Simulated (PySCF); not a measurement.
Xe²⁺: excitation energy

Xe²⁺ [Kr] 4d10 5s2 5p4 (3P) → Xe²⁺ [Kr] 4d10 5s2 5p3 5d1 (5D), as a difference of total energies. Calculation: PySCF 2.14, in x2c-TZVPPall with one added diffuse shell each of s, p, d, f type (9s7p5d3f, 76 functions); the spin-free X2C one-electron Hamiltonian (Gaussian nucleus). Correlated levels: valence and next inner shell: [Ar] 3d10 frozen. The calculations carry no spin-orbit coupling.

```json
{"method": "UHF", "excitation energy (cm⁻¹)": "103980"}
{"method": "MP2 (valence and next inner shell)", "excitation energy (cm⁻¹)": "108920"}
{"method": "SCS-MP2 (valence and next inner shell)", "excitation energy (cm⁻¹)": "109320"}
{"method": "CCSD (valence and next inner shell)", "excitation energy (cm⁻¹)": "108960"}
{"method": "CCSD(T) (valence and next inner shell)", "excitation energy (cm⁻¹)": "109140"}
```

The promoted electron is Rydberg-like, and one or two diffuse shells describe it only roughly, which tends to raise the upper state.
